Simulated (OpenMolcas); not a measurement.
V4+: effect of the ligand basis

V4+ with 4 ligands (chloride) in tetrahedral coordination (Td) at 2.21 Å.

```json
{"Program": "OpenMolcas", "Method": "SS-CASPT2, IPEA 0.25 Eh, imaginary shift 0.1 Eh (closed shells correlated: 3s 3p and the ligand valence shells)", "Spin-orbit coupling": "RASSI with atomic mean-field integrals over the reference wave functions"}
```

Fixed: metal basis ANO-RCC-VTZP, active space 1 electron in 5 orbitals (3d), DKH2 Hamiltonian.

States (labels of Td). Energies in cm-1 above the lowest state or level, χT in cm3 K/mol; 10Dq is the gap between the two states; 10Dq is negative for this site.

```csv
Run,Ligand basis,Ground state,First state of that spin,10Dq,First gap with spin-orbit (degeneracies),χT at 300 K,Cost
A,ANO-RCC-VDZP,2E,2T2 9300,-9302,"9280 (4, 4)",0.375,roughly 27 core-seconds
B,ANO-RCC-VTZP,2E,2T2 9150,-9147,"9120 (4, 4)",0.375,roughly 2.1 core-minutes
```

Against A, |10Dq| changes by -1.7 % in B.

Costs are those of the CASPT2 steps.

Roots that are degenerate in the reference are averaged as groups; the widest CASPT2 spread within a group is 27 cm-1 (the 3-fold group of multiplicity 2 near 9300 cm-1 above the lowest state of its run, A). Shifts and gaps below about the spread of the groups concerned are not significant. Over all roots computed the reference weight is 0.68 to 0.69 in A, 0.67 in B; a low but even weight reflects the number of correlated electrons. An orbital doublet at a regular site is open to a Jahn-Teller distortion, which this geometry leaves out. Ligand-to-metal charge-transfer states are missing. With one d shell and no ligand orbital active, 10Dq can be off by a tenth or more. The least metal-like active orbital is 79 % on the metal (Löwdin) and no ligand orbital is active, so the numbers are rough (holds for A). The least metal-like active orbital is 77 % on the metal (Löwdin) and no ligand orbital is active, so the numbers are rough (holds for B). No measured value stands beside these numbers; the geometry is a model, was not optimised and need not be the one that this ion takes.
